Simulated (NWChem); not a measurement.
**Correlation energy of ClGa**

```xyz
2

Ga     0.0000     0.0000    -0.7909
Cl     0.0000     0.0000     1.4423
```
Charge 0, spin multiplicity 1.

All runs are NWChem calculations. All single points use one geometry, from B3LYP/def2-SVP, a minimum by its harmonic frequencies.

Basis set: def2-SVP. Each correlation energy counts from its own Hartree-Fock reference.

The Hamiltonian is non-relativistic. The correlated methods keep 14 core orbitals frozen. The structure started from a generated list of species. Coupled-cluster values serve here as a point of comparison, not as the truth.

Problem. For the correlation energy, MP2 gives -319.2 mHa and SCS-MP2 gives -300.2 mHa. What do CR-CCSD[T], CR-CCSD(T), CCSD give?

Solution. CR-CCSD[T]: -337.6 mHa; CR-CCSD(T): -336.5 mHa; CCSD: -328.5 mHa.
